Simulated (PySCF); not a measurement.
# Polarisability and C₆ of K (potassium, neutral)

[Ar] 4s1, 2S determinant. All numbers are calculated (PySCF 2.14, the non-relativistic Hamiltonian (point nucleus), in dyall-acv3z (25s18p7d3f, 135 functions)). Coupled (time-dependent) response in atomic units; α is the mean over directions.

```csv
method,mean α (bohr³),C₆ (like pair),S(−4)
M06-L,296.9,4051,84060
```

S(−4) is the Cauchy moment in α(ω) = α(0) + S(−4) ω² + …

Reference α: 289.7 ± 0.3 bohr³ (recommended; Schwerdtfeger and Nagle, table of static dipole polarizabilities (2023 update)). Published C₆: 3923 (Chu and Dalgarno (2004); Tang, Norbeck and Certain (1976)).

α(iu) at M06-L:

```json
{"u (hartree)": "0", "α(iu) (bohr³)": "296.9"}
{"u (hartree)": "0.0500", "α(iu) (bohr³)": "175.0"}
{"u (hartree)": "0.100", "α(iu) (bohr³)": "80.84"}
{"u (hartree)": "0.200", "α(iu) (bohr³)": "28.83"}
{"u (hartree)": "0.300", "α(iu) (bohr³)": "16.08"}
{"u (hartree)": "0.500", "α(iu) (bohr³)": "8.533"}
{"u (hartree)": "0.750", "α(iu) (bohr³)": "5.436"}
{"u (hartree)": "1.00", "α(iu) (bohr³)": "3.900"}
{"u (hartree)": "1.50", "α(iu) (bohr³)": "2.304"}
{"u (hartree)": "2.00", "α(iu) (bohr³)": "1.512"}
{"u (hartree)": "3.00", "α(iu) (bohr³)": "0.7924"}
{"u (hartree)": "5.00", "α(iu) (bohr³)": "0.3352"}
```
